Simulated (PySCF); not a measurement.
# TeO₂⁻: from structure and modes to constants

All numbers come from PySCF, UPBE0, basis Te def2-SVPD with ECP28, O def2-SVPD (scalar-relativistic core potentials, no spin–orbit coupling, density fitting).

The doublet minimum has C2v symmetry. Masses (u): Te 129.90622, O 15.99492.

```xyz
3
charge -1 multiplicity 2, angstrom
Te    0.0000    0.0000   -0.2114
O     1.5518    0.0000    0.8530
O    -1.5518    0.0000    0.8530
```

Harmonic wavenumbers (cm⁻¹): 254.1 (a1, ×1), 746.2 (a1, ×1), 749.1 (b2, ×1).

(1) What is the harmonic zero-point energy?

(2) Find the vibrational entropy and heat capacity at 298.15 K.

Results:

(1) Half the sum of all 3 wavenumbers, 1749/2 = 875 cm⁻¹, which is 10.5 kJ/mol (1 cm⁻¹ = 0.0119627 kJ/mol).

(2) With u = 1.43878 ω/T, each mode gives S = R[u/(eᵘ−1) − ln(1−e⁻ᵘ)] and C = R u² eᵘ/(eᵘ−1)².
```csv
ω (cm⁻¹),u,S (J/(mol K)),C (J/(mol K))
254.1,1.226,7.12,7.35
746.2,3.601,1.07,3.11
749.1,3.615,1.06,3.09
```
The sums over all modes are S = 9.2 and C = 13.5 J/(mol K); the softest mode gives 77 % of the entropy.

Only a few start shapes were tried, so a lower isomer may exist. The lowest empty level of this anion is unbound, so it and the gap depend on the basis. With an element this heavy the missing spin–orbit coupling can shift these numbers.
